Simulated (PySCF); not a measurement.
CH₇F₃Si₃, SMILES C([SiH2][Si](F)(F)F)[SiH3], GFN2-xTB optimised geometry.

```
14

F      3.39     0.54     0.00
Si     1.80     0.54     0.00
F      1.49     2.11     0.00
F      1.49     0.16     1.51
Si     0.80    -0.72    -1.61
C     -0.90     0.00    -2.04
Si    -2.15     0.08    -0.59
H      0.66    -2.11    -1.14
H      1.66    -0.75    -2.81
H     -1.34    -0.58    -2.85
H     -0.77     1.01    -2.43
H     -2.42    -1.29    -0.12
H     -3.39     0.68    -1.08
H     -1.59     0.89     0.49
```

Density from CAM-B3LYP/def2-TZVP run with PySCF at that geometry.

Minimum of the electron density along straight lines between bonded atoms, close to the bond critical point (lines longer than 1.1 times the sum of covalent radii, or with two minima, are not listed):

```json
[
 {"bond": "F1–Si2", "length / Å": "1.594", "ρ at the minimum / e bohr⁻³": "0.142", "∇²ρ there / e bohr⁻⁵": "1.01", "position (fraction from the first atom)": "0.58"},
 {"bond": "Si2–F3", "length / Å": "1.595", "ρ at the minimum / e bohr⁻³": "0.142", "∇²ρ there / e bohr⁻⁵": "1.00", "position (fraction from the first atom)": "0.42"},
 {"bond": "Si2–F4", "length / Å": "1.594", "ρ at the minimum / e bohr⁻³": "0.142", "∇²ρ there / e bohr⁻⁵": "1.01", "position (fraction from the first atom)": "0.42"},
 {"bond": "Si2–Si5", "length / Å": "2.277", "ρ at the minimum / e bohr⁻³": "0.103", "∇²ρ there / e bohr⁻⁵": "(withheld)", "position (fraction from the first atom)": "0.65"},
 {"bond": "Si5–C6", "length / Å": "1.898", "ρ at the minimum / e bohr⁻³": "0.117", "∇²ρ there / e bohr⁻⁵": "0.14", "position (fraction from the first atom)": "0.39"},
 {"bond": "C6–Si7", "length / Å": "1.910", "ρ at the minimum / e bohr⁻³": "0.113", "∇²ρ there / e bohr⁻⁵": "0.14", "position (fraction from the first atom)": "0.61"},
 {"bond": "Si5–H8", "length / Å": "1.471", "ρ at the minimum / e bohr⁻³": "0.124", "∇²ρ there / e bohr⁻⁵": "0.17", "position (fraction from the first atom)": "0.49"},
 {"bond": "Si5–H9", "length / Å": "1.474", "ρ at the minimum / e bohr⁻³": "0.124", "∇²ρ there / e bohr⁻⁵": "0.16", "position (fraction from the first atom)": "0.49"},
 {"bond": "C6–H10", "length / Å": "1.090", "ρ at the minimum / e bohr⁻³": "0.271", "∇²ρ there / e bohr⁻⁵": "-0.89", "position (fraction from the first atom)": "0.64"},
 {"bond": "C6–H11", "length / Å": "1.091", "ρ at the minimum / e bohr⁻³": "0.271", "∇²ρ there / e bohr⁻⁵": "-0.89", "position (fraction from the first atom)": "0.64"},
 {"bond": "Si7–H12", "length / Å": "1.465", "ρ at the minimum / e bohr⁻³": "0.126", "∇²ρ there / e bohr⁻⁵": "0.17", "position (fraction from the first atom)": "0.49"},
 {"bond": "Si7–H13", "length / Å": "1.466", "ρ at the minimum / e bohr⁻³": "0.125", "∇²ρ there / e bohr⁻⁵": "0.17", "position (fraction from the first atom)": "0.49"},
 {"bond": "Si7–H14", "length / Å": "1.463", "ρ at the minimum / e bohr⁻³": "0.126", "∇²ρ there / e bohr⁻⁵": "0.17", "position (fraction from the first atom)": "0.49"}
]
```

Q: What belongs in the gaps?

A: 
- Si2–Si5, ∇²ρ there / e bohr⁻⁵: -0.09
